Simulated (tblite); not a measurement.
Record of a relaxation.

Compound: C7H9FN (doublet state).
Bonds: C1–C2, C2–C3 (double), C3–F4, C3–C5, C5–C6 (double), C6–N7, C6–C8, C8–C9, C2–C9. Hydrogens: H10, H11, H12 on C1; H13 on C5; H14, H15 on N7; H16, H17 on C8; H18 on C9.
Bond orders are those of one Lewis drawing.

Computed with GFN2-xTB (tblite), gas phase: L-BFGS steps from a force-field or distance-geometry start until the largest atomic force falls under 0.01 eV/Å. 4 of its 122 geometries are shown.

Step 0: E = -737.8874 eV, largest atomic force 4.455 eV/Å
```
atom  x, y, z in Å  |  force x, y, z in eV/Å
C1      2.714   -0.419   -0.127    0.681   0.276   0.854
C2      1.225   -0.162   -0.082    1.729  -2.973  -2.154
C3      0.851    0.872    0.640   -3.252   2.053   0.567
F4      1.684    1.710    1.286   -0.003  -0.010   0.032
C5     -0.589    1.131    0.707    2.771   1.297   1.141
C6     -1.430    0.348    0.069   -4.382   0.769   0.227
N7     -2.824    0.692    0.192    0.286  -0.966  -0.600
C8     -1.107   -0.827   -0.737   -1.002  -0.543  -1.223
C9      0.352   -1.083   -0.794    0.869  -0.593   3.081
H10     3.244    0.548    0.064   -0.316  -0.797  -0.080
H11     3.017   -1.127    0.687   -0.204   0.476  -0.750
H12     3.061   -0.782   -1.084   -0.116  -0.262  -0.066
H13    -0.929    1.980    1.282    0.013  -0.037   0.049
H14    -3.535    0.013   -0.213    1.302   1.587   0.882
H15    -3.120    1.576    0.672    0.483  -1.639  -0.852
H16    -1.697   -1.732   -0.371    0.599   0.918  -0.521
H17    -1.451   -0.607   -1.799   -0.025  -0.332   0.824
H18     0.525   -2.125   -0.402    0.567   0.776  -1.409
```

Step 40: E = -739.4497 eV, largest atomic force 0.038 eV/Å
```
atom  x, y, z in Å  |  force x, y, z in eV/Å
C1      2.730   -0.499   -0.040   -0.003   0.003  -0.002
C2      1.257   -0.206   -0.034    0.004   0.007  -0.015
C3      0.762    0.940    0.617    0.015  -0.016  -0.005
F4      1.630    1.786    1.229    0.012   0.010   0.009
C5     -0.599    1.249    0.674   -0.012  -0.019   0.002
C6     -1.519    0.432    0.083   -0.001  -0.007   0.007
N7     -2.865    0.727    0.068   -0.004   0.004   0.003
C8     -1.109   -0.806   -0.652   -0.011  -0.008  -0.007
C9      0.367   -1.036   -0.639    0.002  -0.022   0.013
H10     3.304    0.412    0.113   -0.015  -0.012  -0.002
H11     2.975   -1.196    0.762    0.002   0.029  -0.007
H12     3.022   -0.951   -0.985    0.003   0.001   0.026
H13    -0.909    2.142    1.197    0.007  -0.002  -0.003
H14    -3.492   -0.047   -0.085   -0.010   0.032   0.017
H15    -3.184    1.409    0.739   -0.001  -0.011  -0.022
H16    -1.628   -1.678   -0.221    0.013  -0.017   0.016
H17    -1.465   -0.748   -1.693   -0.007   0.024  -0.015
H18     0.715   -1.925   -1.142    0.006   0.005  -0.015
```

Step 81: E = -739.4589 eV, largest atomic force 0.044 eV/Å
```
atom  x, y, z in Å  |  force x, y, z in eV/Å
C1      2.733   -0.478   -0.060   -0.005   0.007   0.003
C2      1.255   -0.224   -0.030   -0.007   0.007  -0.011
C3      0.754    0.876    0.694   -0.013  -0.003   0.020
F4      1.622    1.672    1.372    0.000   0.006  -0.017
C5     -0.605    1.197    0.739    0.013   0.011  -0.009
C6     -1.521    0.417    0.095    0.009   0.009  -0.011
N7     -2.856    0.753    0.024    0.013   0.023   0.016
C8     -1.112   -0.812   -0.656    0.011   0.010  -0.003
C9      0.368   -1.021   -0.680    0.006  -0.010  -0.009
H10     3.274    0.445   -0.262   -0.024  -0.020   0.017
H11     3.067   -0.857    0.906    0.003   0.026   0.009
H12     2.982   -1.210   -0.824   -0.009  -0.003  -0.005
H13    -0.915    2.079    1.280    0.012  -0.013   0.006
H14    -3.511   -0.002   -0.108    0.003  -0.002  -0.015
H15    -3.164    1.474    0.655   -0.028   0.006   0.034
H16    -1.606   -1.695   -0.214    0.009  -0.005  -0.015
H17    -1.494   -0.746   -1.686   -0.009  -0.019  -0.006
H18     0.718   -1.862   -1.258    0.016  -0.031  -0.004
```

Step 121: E = -739.4638 eV, largest atomic force 0.007 eV/Å
```
atom  x, y, z in Å  |  force x, y, z in eV/Å
C1      2.729   -0.488   -0.043   -0.001  -0.002   0.001
C2      1.253   -0.226   -0.037    0.003  -0.002   0.005
C3      0.758    0.882    0.678    0.001  -0.001   0.001
F4      1.634    1.681    1.343   -0.003  -0.001   0.003
C5     -0.600    1.197    0.742    0.001   0.001  -0.005
C6     -1.519    0.422    0.095   -0.002  -0.002  -0.002
N7     -2.860    0.740    0.068   -0.001   0.002   0.000
C8     -1.109   -0.781   -0.699   -0.001  -0.002  -0.002
C9      0.367   -1.018   -0.693   -0.002   0.001   0.003
H10     3.262    0.380   -0.425    0.003  -0.002  -0.003
H11     3.081   -0.670    0.972   -0.002   0.003  -0.003
H12     2.965   -1.351   -0.659   -0.001   0.004   0.000
H13    -0.908    2.063    1.308   -0.001  -0.001   0.000
H14    -3.502   -0.013   -0.124   -0.002   0.000   0.003
H15    -3.178    1.403    0.756    0.001   0.006   0.004
H16    -1.630   -1.673   -0.310    0.003  -0.003  -0.001
H17    -1.464   -0.667   -1.736    0.000   0.000  -0.003
H18     0.713   -1.875   -1.250    0.003   0.002   0.001
```

**Question.** Summarise the path.

**Answer.** The energy falls by 36.35 kcal/mol from step 0 to step 121; nine tenths of that is first reached at step 10. It falls at every step. The largest force goes from 4.455 to 0.007 eV/Å. Among the bonds C2–C9 changes most, from 1.456 to 1.357 Å; the atoms move by 0.339 Å rms after alignment.

**Question.** Follow the three bonds and two angles with the largest change from start to end.

**Answer.** 
| step | E above end (kcal/mol) | largest force (eV/Å) | C2–C9 (Å) | C2=C3 (Å) | C3–C5 (Å) | C2–C9–H18 (°) | C8–C9–H18 (°) |
| --- | --- | --- | --- | --- | --- | --- | --- |
| 0 | 36.35 | 4.455 | 1.456 | 1.315 | 1.465 | 108.8 | 107.3 |
| 5 | 8.18 | 0.742 | 1.370 | 1.389 | 1.399 | 117.9 | 117.1 |
| 11 | 2.86 | 0.405 | 1.364 | 1.409 | 1.404 | 120.6 | 117.2 |
| 16 | 1.79 | 0.175 | 1.359 | 1.405 | 1.396 | 120.4 | 116.2 |
| 21 | 1.25 | 0.182 | 1.362 | 1.407 | 1.399 | 120.2 | 115.9 |
| 26 | 0.79 | 0.148 | 1.360 | 1.407 | 1.399 | 120.0 | 116.6 |
| 32 | 0.43 | 0.129 | 1.359 | 1.407 | 1.395 | 119.6 | 116.5 |
| 37 | 0.34 | 0.044 | 1.359 | 1.407 | 1.399 | 120.0 | 116.2 |
| 42 | 0.32 | 0.029 | 1.359 | 1.407 | 1.397 | 120.0 | 116.3 |
| 47 | 0.30 | 0.027 | 1.359 | 1.407 | 1.398 | 120.0 | 116.2 |
| 53 | 0.29 | 0.023 | 1.359 | 1.407 | 1.397 | 120.0 | 116.3 |
| 58 | 0.28 | 0.030 | 1.359 | 1.408 | 1.396 | 120.1 | 116.1 |
| 63 | 0.26 | 0.029 | 1.359 | 1.407 | 1.397 | 120.1 | 116.1 |
| 68 | 0.22 | 0.046 | 1.358 | 1.407 | 1.396 | 119.7 | 116.7 |
| 74 | 0.16 | 0.038 | 1.358 | 1.408 | 1.397 | 120.1 | 116.0 |
| 79 | 0.12 | 0.039 | 1.358 | 1.408 | 1.397 | 120.1 | 116.1 |
| 84 | 0.08 | 0.053 | 1.358 | 1.409 | 1.397 | 120.1 | 116.2 |
| 89 | 0.05 | 0.019 | 1.358 | 1.409 | 1.397 | 120.1 | 116.2 |
| 95 | 0.05 | 0.011 | 1.357 | 1.409 | 1.396 | 120.3 | 116.1 |
| 100 | 0.04 | 0.021 | 1.357 | 1.409 | 1.396 | 120.2 | 116.3 |
| 105 | 0.03 | 0.019 | 1.357 | 1.409 | 1.396 | 120.1 | 116.3 |
| 110 | 0.02 | 0.019 | 1.358 | 1.409 | 1.396 | 120.1 | 116.2 |
| 116 | 0.00 | 0.018 | 1.357 | 1.409 | 1.396 | 120.3 | 116.0 |
| 121 | 0.00 | 0.007 | 1.357 | 1.409 | 1.396 | 120.2 | 116.2 |

The cost below is that of the whole relaxation. The run took 0.64 s on one thread, Arm Neoverse V2 (aarch64), no GPU, shared host with 96 logical CPUs at a one-minute load of 46.
